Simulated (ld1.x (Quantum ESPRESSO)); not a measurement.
# boron (B): one change to a TM potential, before and after

* Element: B (Z = 5)
* Generator: ld1.x (Quantum ESPRESSO) 7.5
* Type: norm-conserving Troullier–Martins (Kleinman–Bylander form)
* Functional: LDA (PZ)
* Relativity: scalar-relativistic
* Frozen core: [He]
* Valence charge: 3
* Reference configuration: 2s2 2p1
* Partial waves: 2s (bound): rc 1.40 bohr; 2p (bound): rc 3.45 bohr; 3d channel at 0.35 Ry: rc 2.60 bohr
* Local potential: all-electron potential smoothed inside 1.75 bohr (lloc = -1)
* Core correction: none

Change: local potential the p channel.

Cutoffs: the cutoffs (Ry, on a coarse ladder) from which the occupation-weighted sum of valence levels, in a spherical-Bessel basis at the reference potential, stays within 10 and 1 mRy of its value at 400 Ry; they do not see the model core or the augmentation charge, which bear on the density cutoff. Errors are all-electron minus pseudo energies relative to the spin-unpolarised reference configuration.

Problem. Predict the effect on cutoff, ghosts and configuration errors.

Solution. The potential gets neither clearly harder nor softer (21 Ry and 50 Ry → 21 Ry and 50 Ry); of the 9 tests that both files solve, the error grows in 1 and shrinks in 2 by more than 15 % and 0.3 meV (median size 57.1 → 81.4 meV); the range in which the s phases agree narrows (upper end 3.4 → 0.2); the range in which the d phases agree narrows (upper end 2.6 → 1.4); neither file shows a bound ghost.

| quantity | base | changed |
| --- | --- | --- |
| cutoff, loose | 21 Ry | 21 Ry |
| cutoff, tight | 50 Ry | 50 Ry |
| bound ghosts | none | none |
| error for 2s2 2p0, meV [ΔE 8.33 eV] | +141 | +131 |
| error for 2s1 2p0, meV [ΔE 33.63 eV] | +454 | +442 |
| error for 2s2 2p0.5, meV [ΔE 2.94 eV] | +21 | +17 |
| error for 2s1 2p1, meV [ΔE 14.28 eV] | -57 | -81 |
| error for 2s0 2p3, meV [ΔE 11.40 eV] | -78 | -81 |
| error for 2s1 2p2, meV [ΔE 5.69 eV] | -21 | -22 |
| error for 2s2 2p1.3, meV [ΔE -0.77 eV] | +2.1 | +0.3 |
| error for 2s2 2p1 (spin-polarised), meV [ΔE -0.23 eV] | +9.5 | +9.1 |
| error for 2s1 2p0 (spin-polarised), meV [ΔE 32.90 eV] | +541 | +527 |
| s: phases at 3.75 bohr within 0.05 rad from the reference energy up to (Ry; the scan ends near 5) | 3.4 | 0.2 |
| p: phases at 3.75 bohr within 0.05 rad from the reference energy up to (Ry; the scan ends near 5) | 0.5 | 0.3 |
| d: phases at 3.75 bohr within 0.05 rad from the reference energy up to (Ry; the scan ends near 5) | 2.6 | 1.4 |
